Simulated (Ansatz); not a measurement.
```xyz
5

F    -0.327   -0.131   -1.567
Si    0.002   -0.096   -0.035
F     1.420   -0.729    0.180
F    -1.052   -0.980    0.716
Br   -0.043    1.935    0.706
```

Total charge 0; spin multiplicity 1.

**Question.** List the CAM-B3LYP/def2-TZVPP orbital energies in eV (the Gaussian-basis code of Ansatz). (Estimate.)

**Answer.** The calculation gave: Occupied: -13141.86, -1804.89, -1703.36, -1535.12, -1535.05, -1535.05, -674.63, -674.63, -674.63, -239.46, -180.38, -180.17, -180.17, -149.10, -104.46, -104.46, -104.45, -74.72, -74.65, -74.65, -74.49, -74.49, -36.41, -35.61, -35.61, -24.54, -18.67, -16.83, -16.83, -16.18, -15.41, -15.41, -14.75, -14.75, -14.21, -13.00, -10.95, -10.95. Lowest empty: 0.99, 2.43, 2.43, 3.05, 3.85, 5.45, 5.45, 6.45.
